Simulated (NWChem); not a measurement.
System: C₃H₄O₂Si; SMILES O=C1C=CO[SiH2]1

Parts of the log:

```
             Northwest Computational Chemistry Package (NWChem) 7.3.0
             --------------------------------------------------------

                             Geometry "geometry" -> ""
                             -------------------------

 Output coordinates in angstroms (scale by  1.889725989 to convert to a.u.)

  No.       Tag          Charge          X              Y              Z
 ---- ---------------- ---------- -------------- -------------- --------------
    1 O                    8.0000    -0.20508600     2.24394600     0.00000000
    2 C                    6.0000     0.04906400     1.05971300     0.00000000
    3 C                    6.0000     1.36767800     0.42345100     0.00000000
    4 C                    6.0000     1.32506200    -0.93361300     0.00000000
    5 O                    8.0000     0.16086500    -1.59493500     0.00000000
    6 Si                  14.0000    -1.15200000    -0.47156300     0.00000000
    7 H                    1.0000     2.29989900     0.99075700     0.00000000
    8 H                    1.0000     2.20760400    -1.58288800     0.00000000
    9 H                    1.0000    -1.96233400    -0.68720900    -1.22773900
   10 H                    1.0000    -1.96233400    -0.68720900     1.22773900

 Effective nuclear repulsion energy (a.u.)     276.9742151086

  xc_inp: hfexch multiplicative factor not found.

                                 NWChem DFT Module
                                 -----------------

 Summary of "ao basis" -> "ao basis" (spherical)
 ------------------------------------------------------------------------------
       Tag                 Description            Shells   Functions and Types
 ---------------- ------------------------------  ------  ---------------------
 O                           6-31g*                  6       14   3s2p1d
 C                           6-31g*                  6       14   3s2p1d
 Si                          6-31g*                  8       18   4s3p1d
 H                           6-31g*                  2        2   2s

            General Information
            -------------------
          SCF calculation type: DFT
          Wavefunction type:  closed shell.
          No. of atoms     :    10
          No. of electrons :    52
           Alpha electrons :    26
            Beta electrons :    26
          Charge           :     0
          Spin multiplicity:     1
          Use of symmetry is: off; symmetry adaption is: off
          Maximum number of iterations: 150
          AO basis - number of functions:    96
                     number of shells:    46
          Convergence on energy requested:  1.00D-06
          Convergence on density requested:  1.00D-05
          Convergence on gradient requested:  5.00D-04

              XC Information
              --------------
                     Hartree-Fock (Exact) Exchange  1.000

      Superposition of Atomic Density Guess
      -------------------------------------

 Sum of atomic energies:        -553.29970459

      Non-variational initial energy
      ------------------------------

 Total energy =    -556.214429
 1-e energy   =   -1311.325848
 2-e energy   =     478.137204
 HOMO         =      -0.263826
 LUMO         =      -0.046953

     ---------------------------------------------
      Total Density - Mulliken Population Analysis
     ---------------------------------------------

    Atom       Charge   Shell Charges
 -----------   ------   -------------------------------------------------------
    1 O    8     8.90   2.00  0.95  3.13  0.95  1.85  0.02
    2 C    6     5.47   2.00  0.70  1.58  0.54  0.58  0.08
    3 C    6     6.43   2.00  0.74  2.02  0.55  1.09  0.03
    4 C    6     5.54   2.00  0.71  1.60  0.49  0.68  0.07
    5 O    8     8.79   2.00  0.93  3.04  0.93  1.88  0.02
    6 Si  14    13.19   2.00  2.00  5.97  0.95  1.48  0.27  0.38  0.15
    7 H    1     0.77   0.45  0.31
    8 H    1     0.80   0.47  0.33
    9 H    1     1.05   0.47  0.59
   10 H    1     1.05   0.47  0.59

   convergence    iter        energy       DeltaE   RMS-Dens  Diis-err
 ---------------- ----- ----------------- --------- --------- ---------
 d= 0,ls=0.0,diis     1   -554.4181604352 -8.31D+02  1.11D-02  1.09D+00
 d= 0,ls=0.0,diis     2   -554.5057692149 -8.76D-02  5.38D-03  6.13D-01
 d= 0,ls=0.0,diis     3   -554.5649133259 -5.91D-02  1.52D-03  1.36D-02
 d= 0,ls=0.0,diis     4   -554.5681255221 -3.21D-03  5.52D-04  2.09D-03
 d= 0,ls=0.0,diis     5   -554.5685816416 -4.56D-04  3.73D-04  2.95D-04
  Resetting Diis
 d= 0,ls=0.0,diis     6   -554.5687217851 -1.40D-04  2.13D-04  7.16D-05
 d= 0,ls=0.0,diis     7   -554.5687546330 -3.28D-05  3.59D-05  8.23D-06
 d= 0,ls=0.0,diis     8   -554.5687568325 -2.20D-06  1.65D-05  3.05D-06
 d= 0,ls=0.0,diis     9   -554.5687575554 -7.23D-07  3.11D-05  1.05D-06
 d= 0,ls=0.0,diis    10   -554.5687581420 -5.87D-07  3.77D-06  5.98D-08

         Total DFT energy =     -554.568758142042
      One electron energy =    -1313.905716394457
           Coulomb energy =      536.256131473498
    Exchange-Corr. energy =      -53.893388329657
 Nuclear repulsion energy =      276.974215108575

 Numeric. integr. density =        0.000000000000

                       DFT Final Molecular Orbital Analysis
                       ------------------------------------

 Vector   24  Occ=2.000000D+00  E=-5.008067D-01
              MO Center= -1.4D+00, -5.7D-01,  2.2D-14, r^2= 2.9D+00
   Bfn.  Coefficient  Atom+Function         Bfn.  Coefficient  Atom+Function
  ----- ------------  ---------------      ----- ------------  ---------------
    79      0.371383   6 Si pz               94     -0.297030   9 H  s
    96      0.297030  10 H  s                93     -0.225203   9 H  s
    95      0.225203  10 H  s                75     -0.148604   6 Si pz
    61     -0.139201   5 O  pz               65     -0.116623   5 O  pz
    47     -0.112349   4 C  pz               87      0.102400   6 Si d  1

 Vector   25  Occ=2.000000D+00  E=-3.787741D-01
              MO Center= -1.3D-01,  1.1D+00,  3.1D-15, r^2= 2.7D+00
   Bfn.  Coefficient  Atom+Function         Bfn.  Coefficient  Atom+Function
  ----- ------------  ---------------      ----- ------------  ---------------
     3      0.447417   1 O  px                7      0.372431   1 O  px
    78      0.275172   6 Si py               17     -0.238013   2 C  px
    34     -0.220861   3 C  s                31      0.206176   3 C  px
    20      0.202479   2 C  s                35      0.177494   3 C  px
    77      0.154631   6 Si px               76      0.145213   6 Si s

 Vector   26  Occ=2.000000D+00  E=-3.602116D-01
              MO Center=  9.4D-01,  7.9D-02, -2.2D-16, r^2= 2.7D+00
   Bfn.  Coefficient  Atom+Function         Bfn.  Coefficient  Atom+Function
  ----- ------------  ---------------      ----- ------------  ---------------
    33      0.376969   3 C  pz               37      0.342730   3 C  pz
    61     -0.268137   5 O  pz               65     -0.263588   5 O  pz
    47      0.262023   4 C  pz                5     -0.236365   1 O  pz
    51      0.209764   4 C  pz                9     -0.201100   1 O  pz
    94     -0.040320   9 H  s                96      0.040320  10 H  s

 Vector   27  Occ=0.000000D+00  E= 8.647690D-02
              MO Center=  3.1D-01,  3.3D-01, -3.6D-15, r^2= 3.7D+00
   Bfn.  Coefficient  Atom+Function         Bfn.  Coefficient  Atom+Function
  ----- ------------  ---------------      ----- ------------  ---------------
    51      0.471179   4 C  pz               83     -0.417041   6 Si pz
     9      0.355459   1 O  pz               94     -0.355617   9 H  s
    96      0.355617  10 H  s                23     -0.343254   2 C  pz
    47      0.335932   4 C  pz                5      0.290421   1 O  pz
    19     -0.277316   2 C  pz               37     -0.173063   3 C  pz

[...]

                     NWChem Electrostatic Potential Fit Module
                     -----------------------------------------

 Atom parameters

 Number of atoms is                                   10
 Number of basis functions is                         96

 Grid parameters

 Maximum number of grid points is                  41559
 Number of grid points is                          41558
 Grid range                                     0.300000 nm
 Grid spacing                                   0.020000 nm
 Probe radius                                   0.070000 nm
 Atom radius factor                             1.000000

 Atomic radii

    1    0.100000
    6    0.147000
    8    0.136000
   14    0.187000
 FASTESP  F
  using M.O. file = ./job.movecs

    Atom              Coordinates                           Charge

                                                  ESP

    1 O    -0.020509    0.224395    0.000000   -0.558194
    2 C     0.004906    0.105971    0.000000    0.521609
    3 C     0.136768    0.042345    0.000000   -0.440532
    4 C     0.132506   -0.093361    0.000000    0.179965
    5 O     0.016087   -0.159494    0.000000   -0.402220
    6 Si   -0.115200   -0.047156    0.000000    0.586564
    7 H     0.229990    0.099076    0.000000    0.176395
    8 H     0.220760   -0.158289    0.000000    0.129376
    9 H    -0.196233   -0.068721   -0.122774   -0.096079
   10 H    -0.196233   -0.068721    0.122774   -0.096884
                                            ------------
                                                0.000000

 Dipole moment                                  1.126821

 Quadrupole moment Qxx                         16.809979
                   Qyy                        -19.488509
                   Qzz                          2.678529

 RMS deviation kJ/mol                           0.065019

 RRMS %                                        24.674230
```

Level: Hartree-Fock/6-31G* (spherical d). Coordinates come from a PBE0/def2-SVP optimisation.

Reconstruct the input file.

One answer among several that fit: the input that was run:
```
start job
memory heap 200 mb stack 900 mb global 1100 mb
geometry units angstroms noautosym nocenter noautoz
  O     -0.205086     2.243946     0.000000
  C      0.049064     1.059713     0.000000
  C      1.367678     0.423451     0.000000
  C      1.325062    -0.933613     0.000000
  O      0.160865    -1.594935     0.000000
  Si    -1.152000    -0.471563     0.000000
  H      2.299899     0.990757     0.000000
  H      2.207604    -1.582888     0.000000
  H     -1.962334    -0.687209    -1.227739
  H     -1.962334    -0.687209     1.227739
end
basis spherical
  O library 6-31g*
  C library 6-31g*
  Si library 6-31g*
  H library 6-31g*
end
dft
  xc hfexch
  iterations 150
  mulliken
end
task dft energy
esp
  recalculate
  probe 0.07
  range 0.3
  factor 1.0
  spacing 0.02
end
task esp
```
